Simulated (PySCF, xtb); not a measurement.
GeH₂FCl, SMILES [Cl][GeH2][F].

xtb with GFN2-xTB at its own geometry gives an orbital gap of 7.36 eV and a dipole moment of 2.44 D.

The structure is a stationary point at B3LYP-D3(BJ)/def2-TZVP.

Q: What does r2SCAN/def2-TZVPD run with PySCF give? (The exact figures need the calculation; the answer reports its results.)

A: gap 7.05 eV (levels -8.20 and -1.15 eV), dipole 2.30 D.
